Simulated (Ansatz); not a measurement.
Cost and result up the ladder for Al₁₄P₁₃Cl₃ (30 atoms). Total charge 0; singlet. Geometry: PBE-D4/def2-SVP.

```tsv
atom	x (Å)	y (Å)	z (Å)
Al1	4.636	0.623	4.448
Al2	1.955	2.571	1.783
Al3	-0.952	0.624	1.687
Al4	-3.303	0.615	-1.030
Al5	-5.053	-1.898	-1.678
Al6	2.370	-0.347	2.879
Al7	-2.265	-2.086	0.102
Al8	4.729	2.244	2.454
Al9	0.146	2.044	-0.825
Al10	-2.745	0.193	-4.027
Al11	3.485	0.754	-0.074
Al12	1.332	-1.138	0.279
Al13	-0.260	-0.503	-2.371
Al14	-1.787	-2.789	-2.627
Cl15	3.615	-1.345	4.814
Cl16	-6.933	-2.221	-0.747
Cl17	-3.059	1.391	-5.765
P18	6.521	1.379	3.549
P19	2.651	1.830	3.887
P20	-0.288	2.877	1.290
P21	-3.104	-0.174	1.161
P22	-4.771	0.115	-2.735
P23	0.249	-1.162	2.450
P24	-3.504	-3.570	-1.262
P25	3.830	3.006	0.433
P26	-1.587	1.589	-2.244
P27	3.601	-1.224	1.045
P28	1.760	0.612	-1.645
P29	-0.189	-2.534	-0.869
P30	-1.078	-1.479	-4.363
```

Ansatz on 4 threads of AMD EPYC 7R13 on a shared host and a share (37 GiB) of an NVIDIA H100 80GB HBM3. Times are rough, and most runs start from the orbitals of an earlier one. PBE0-D4/def2-TZVP serves as the yardstick here, not as an exact answer. Differences are given only for rows in sets of like size (and for xTB, whose basis is part of the method), since another set adds its own error. Binding counts from free atoms at the same level (Al doublet, Cl doublet, P quartet; other spins of the atoms weren't run), without zero-point energy or a counterpoise term.

Correlated methods freeze 150 core orbitals. The rows differ in basis, and correlated rows in double-zeta sets carry the largest basis error. Single mean-field runs in def2-SVP, def2-TZVP are fitted with def2-universal-jkfit.

Correlated methods converge slowly with the basis, most of all in double-zeta sets.

```
                         level  functions  wall time  binding energy per atom (eV)  difference from PBE0-D4/def2-TZVP (eV)
                     HF/STO-3G        270      3.3 s                          3.50                                       –
              PBE0-D4/def2-SVP        540        7 s                          3.58                                       –
               PBE-D4/def2-SVP        540        8 s                          3.65                                       –
                  MP2/def2-SVP        540      9.5 s                          3.22                                       –
            BHLYP-D4/def2-TZVP       1110       11 s                          3.34                                   -0.26
PBE-D4/def2-TZVP (with forces)       1110       13 s                          3.65                                    0.06
           r2SCAN-D4/def2-TZVP       1110       13 s                          3.59                                    0.00
             PBE0-D4/def2-TZVP       1110       18 s                          3.60                                    0.00
```
